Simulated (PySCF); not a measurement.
Core-level binding energies of `[SiH3][SiH2]C1CCC1`

Species: C4H12Si2.
Geometry (PBE0-D3(BJ)/def2-SVP, Å), atoms numbered from 1 in this order:
```xyz
18
C4H12Si2 angstrom
Si     3.0015    0.2514   -0.0040
Si     0.9854    0.0683    1.1828
C     -0.3635   -0.6506    0.0779
C     -0.8110    0.2568   -1.1018
C     -2.2323    0.3293   -0.5056
C     -1.8104   -0.6089    0.6445
H      3.4558   -1.1025   -0.4541
H      4.0849    0.8612    0.8278
H      2.8039    1.1025   -1.2199
H      0.5620    1.4350    1.6348
H      1.1907   -0.7737    2.4055
H     -0.0536   -1.6580   -0.2433
H     -0.7489   -0.2276   -2.0874
H     -0.2922    1.2260   -1.1786
H     -3.0261   -0.0660   -1.1561
H     -2.5351    1.3354   -0.1811
H     -1.9137   -0.1796    1.6536
H     -2.3148   -1.5864    0.6483
```

Computed with PySCF, delta-SCF UKS SCAN, pcX-2 on the ionised atom, pcseg-1 elsewhere, spin-free X2C. Each binding energy is the total energy of the core-ionised species, with the hole localised on one atom, minus that of the ground state; both are solved self-consistently, so orbital relaxation is included.

Problem. List the computed XPS lines with their assignment.

Solution. 
```
atom(s)                  environment     level  binding energy (eV)  2p1/2 (eV)  above the level's lowest (eV)  count
    Si2                 SiH2 silicon  Si 2p3/2               106.05      106.68                           0.00      1
    Si1                 SiH3 silicon  Si 2p3/2               106.30      106.92                          +0.25      1
     C3  sp3 carbon bound to silicon      C 1s               289.93           –                           0.00      1
  C4/C6    four-membered-ring carbon      C 1s               290.39           –                          +0.46      2
     C5    four-membered-ring carbon      C 1s               290.41           –                          +0.48      1
    Si2                 SiH2 silicon     Si 1s              1845.78           –                           0.00      1
    Si1                 SiH3 silicon     Si 1s              1846.00           –                          +0.22      1
```

The listed C 1s values span 0.48 eV, from C3 (bonded to 2 C, H and Si) to C5 (bonded to 2 C and 2 H). The widest gap between neighbouring values is 0.46 eV, between 289.93 and 290.39 eV. The values 290.39 and 290.41 eV lie too close for their order to be trusted.

The 2 Si 1s values lie within 0.22 eV of each other; Gaussian lines of 0.5 eV full width would blend them into one maximum.

The listed Si 2p3/2 values span 0.25 eV, from Si2 (bonded to C, 2 H and Si) to Si1 (bonded to 3 H and Si). Summing the Pauling electronegativity differences to the bonded atoms, each weighted by its formal bond order, gives +1.25 for the lowest site and +0.90 for the highest; the largest sum, +1.25, belongs to Si2, 0.25 eV below the top. The smallest sum, +0.90, belongs to Si1, 0.25 eV above the lowest.

Problem. What is the longest wavelength that can ionise Si 2p3/2 of Si1 vertically?

Solution. λ = hc/E = 12398.42 eV Å / 106.30 eV = 116.636 Å.

Problem. Give the binding energy of Si 2p3/2 of Si1 in hartree and in kJ/mol.

Solution. 106.30 eV = 3.9065 Eh = 10256 kJ/mol.

One atom of each set of topologically equivalent atoms was ionised and stands for the set; in this conformer not all members are related by symmetry, and their own values weren't computed. For 2p shells one spin-free hole was relaxed; a mean-field spin–orbit operator and the ground-state splitting of the three 2p orbitals were then diagonalised within the shell. The shell's mean is (2 × 2p3/2 + 2p1/2)/3, and the degeneracies 2j + 1 give areas of 2:1. 2p1/2 minus 2p3/2 (ligand field included): Si 0.62 eV. The structure is a single PBE0-D3(BJ)/def2-SVP conformer in the gas phase; no vibrational or solvent corrections.
